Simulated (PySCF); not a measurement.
Job file and geometry (Å, from GFN2-xTB) of an NMR shielding run on `C1[C@@H](CC#C)[Si@H](N)O[SiH2]1`, C5H11NOSi2, PySCF 2.14.0, density-fitted response routines, GIAO PBE0/pcSseg-1 NMR shielding, non-relativistic, gas phase; density fitting, a coarse starting grid and PySCF grid level 2 are the driver's defaults:

```
$ OMP_NUM_THREADS=1 python probes_run.py task.json out

{"job": {"kind": "nmr", "xc": "PBE0", "basis": "pcSseg-1"}, "charge": 0, "multiplicity": 1}
C      3.737000     0.242510    -0.151699
C      2.634918     0.622580    -0.422256
C      1.281406     1.043610    -0.722266
C      0.245872     0.186356     0.014838
C      0.355787    -1.299987    -0.367803
Si    -1.327323    -2.110615     0.001976
O     -2.283589    -0.784612    -0.109967
Si    -1.574353     0.681565    -0.275296
N     -2.155356     1.656969     1.016582
H      4.708177    -0.080794     0.077396
H      1.164890     2.092505    -0.431549
H      1.121323     0.974024    -1.802733
H      0.451644     0.271084     1.088301
H      1.205294    -1.765933     0.132163
H      0.557215    -1.373268    -1.440530
H     -1.792502    -3.026713    -1.032774
H     -1.460135    -2.627147     1.360495
H     -1.861581     1.116536    -1.645489
H     -1.882401     2.624567     1.049219
H     -3.131432     1.567443     1.248658
```

Question: What does the program print?

Answer: 
```
coarse grid: 17648 points
cycle   1  E = -905.2385378539  dE =  1.257e+00  |g| = 9.220e-01  |ddm| = 4.327e+00
cycle   2  E = -905.0323956319  dE =  2.061e-01  |g| = 1.384e+00  |ddm| = 2.267e+00
cycle   3  E = -905.4023619206  dE = -3.700e-01  |g| = 1.630e-01  |ddm| = 1.581e+00
cycle   4  E = -905.4071735232  dE = -4.812e-03  |g| = 5.706e-02  |ddm| = 1.860e-01
cycle   5  E = -905.4078453095  dE = -6.718e-04  |g| = 1.756e-02  |ddm| = 6.620e-02
cycle   6  E = -905.4079070902  dE = -6.178e-05  |g| = 6.563e-03  |ddm| = 1.959e-02
cycle   7  E = -905.4079162407  dE = -9.151e-06  |g| = 2.661e-03  |ddm| = 5.968e-03
final grid: 161184 points
cycle   8  E = -905.4695609549  dE = -3.186e-05  |g| = 1.223e-02  |ddm| = 4.244e-02
cycle   9  E = -905.4695169027  dE =  4.405e-05  |g| = 1.904e-02  |ddm| = 2.467e-02
cycle  10  E = -905.4695914754  dE = -7.457e-05  |g| = 2.240e-03  |ddm| = 1.503e-02
cycle  11  E = -905.4695926315  dE = -1.156e-06  |g| = 5.717e-04  |ddm| = 2.019e-03
cycle  12  E = -905.4695927007  dE = -6.916e-08  |g| = 2.152e-04  |ddm| = 5.833e-04
cycle  13  E = -905.4695927098  dE = -9.186e-09  |g| = 5.459e-05  |ddm| = 1.941e-04
cycle  14  E = -905.4695927104  dE = -5.789e-10  |g| = 1.296e-05  |ddm| = 5.862e-05
converged SCF energy = -905.4695927104

GIAO shielding tensors (ppm)
atom      isotropic    diamagn.    paramagn.     s11        s22        s33       span
  0 C      111.180     258.408    -147.227     38.173     42.604    252.764    214.591
  1 C       97.384     260.492    -163.108     -5.813      3.667    294.299    300.112
  2 C      163.100     249.152     -86.052    155.016    159.647    174.638     19.621
  3 C      156.527     259.198    -102.671    145.313    154.282    169.985     24.672
  4 C      167.402     254.456     -87.054    145.697    169.532    186.976     41.279
  5 Si     354.575     880.512    -525.937    299.040    348.764    415.921    116.882
  6 O      277.518     400.550    -123.032    214.507    283.756    334.291    119.783
  7 Si     346.982     881.338    -534.356    304.347    365.354    371.245     66.898
  8 N      245.227     315.312     -70.085    212.813    256.655    266.213     53.400
  9 H       30.271      34.641      -4.370     24.838     25.134     40.841     16.003
 10 H       29.198      28.859       0.339     22.746     29.528     35.322     12.576
 11 H       29.700      29.402       0.298     24.503     29.649     34.947     10.444
 12 H       30.405      36.041      -5.636     27.380     28.784     35.052      7.672
 13 H       29.842      32.665      -2.823     24.858     28.734     35.935     11.077
 14 H       30.974      33.274      -2.300     26.341     29.696     36.884     10.543
 15 H       26.483      28.820      -2.337     22.932     24.112     32.406      9.474
 16 H       26.498      29.666      -3.168     22.760     24.210     32.525      9.765
 17 H       26.480      30.106      -3.626     23.489     24.022     31.929      8.440
 18 H       31.510      30.466       1.044     24.112     27.677     42.742     18.630
 19 H       30.763      28.275       2.488     23.147     27.069     42.073     18.926
```

Question: Turn these shieldings into chemical shifts. Scale: TMS for ¹³C (σ = 186.93 ppm) and ²⁹Si (σ = 349.16 ppm) and ¹H (σ = 31.72 ppm); ¹⁷O (σ = 336.08 ppm) against H2O; ¹⁵N (σ = 267.73 ppm) vs NH3 (reference shieldings calculated alike).

Answer: Averaging equivalent atoms: C 1: 89.5; C 0: 75.7; C 3: 30.4; C 2: 23.8; C 4: 19.5; Si 7: 2.2; Si 5: -5.4; O 6: 58.6; N 8: 22.5; H 17: 5.24; H 15: 5.23; H 16: 5.22; H 10: 2.52; H 11: 2.02; H 13: 1.87; H 9: 1.45; H 12: 1.31; H 14: 0.74; H 18/19: 0.58 ppm. Experimental scales use liquid or dissolved standards, which lie at an offset from isolated NH3 (liquid NH3: subtract about 20 ppm) and H2O (liquid H2O: subtract about 36 ppm).

Size and cost of the density-fitted run: 222 basis functions, 83 s wall time on 1 thread of an Arm Neoverse N1, shared host; peak memory 1.1 GiB.
